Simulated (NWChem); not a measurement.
A series in which one site is exchanged, each optimised at PBE0/def2-SVP with NWChem, gas phase unless a solvent is named. Some are not confirmed as minima by frequencies. def2 effective core potentials on I, Au; no spin-orbit coupling.

A: [C-](->[Au][I])#[O+] (CAuIO; site = I)
B: [O+]#[C-]->[AuH] (CHAuO; site = H)
C: [O+]#[C-]->[Au][Cl] (CAuClO; site = Cl)
D: [O+]#[C-]->[Au][F] (CAuFO; site = F)

Values for A:

- vertical ionisation energy, ΔSCF, CAM-B3LYP/def2-SVP (eV) = 9.16
- static polarisability, CAM-B3LYP/def2-SVPD (bohr³) = 84.6
- lowest singlet excitation, CAM-B3LYP/def2-SVPD, TDA (eV) = 4.25

**Question.** How do these values change for the other members?

**Answer.** 
| change from A | B | C | D |
|---|---|---|---|
| vertical ionisation energy, ΔSCF, CAM-B3LYP/def2-SVP (eV) | +0.88 | +1.21 | +2.39 |
| static polarisability, CAM-B3LYP/def2-SVPD (bohr³) | -37.1 | -24.9 | -41.6 |
| lowest singlet excitation, CAM-B3LYP/def2-SVPD, TDA (eV) | +0.36 | +0.83 | +1.18 |
